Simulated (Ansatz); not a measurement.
Relaxation of BrH₂OSi (5 atoms, charge 1, multiplicity 1), to a largest force component of 0.015 eV/Å in at most 40 steps.

Method: RKS B3LYP-D4/def2-SVP in Ansatz.

```xyz
5
Properties=species:S:1:pos:R:3
O -1.044 -0.192 -0.314
Si 0.378 0.333 0.040
Br 0.946 2.363 -0.329
H -1.672 -0.920 -0.333
H 1.156 -0.728 0.611
```

Where does it end, and by what steps?

The run converged. Limits of this set-up: the dipole of an ion depends on the origin. After 7 steps the energy has fallen by 0.147 eV; O1 moved furthest, 0.15 Å.

```csv
step,energy less start (eV),largest force component (eV/Å),accepted
0,0.0000,0.945,yes
1,-0.0991,0.417,yes
2,-0.1193,0.179,yes
3,-0.1278,0.318,yes
4,-0.1372,0.790,yes
5,-0.1449,0.394,yes
6,-0.1473,0.032,yes
7,-0.1475,0.003,yes
```

```xyz
5
Properties=species:S:1:pos:R:3
O -1.144 -0.095 -0.377
Si 0.340 0.294 0.037
Br 0.943 2.292 -0.310
H -1.622 -0.939 -0.309
H 1.248 -0.697 0.635
```

Time of the run: 65 s on 1 thread of Intel(R) Xeon(R) Processor @ 2.50GHz (Skylake/Cascade Lake), on a shared host, peak memory 0.15 GiB.
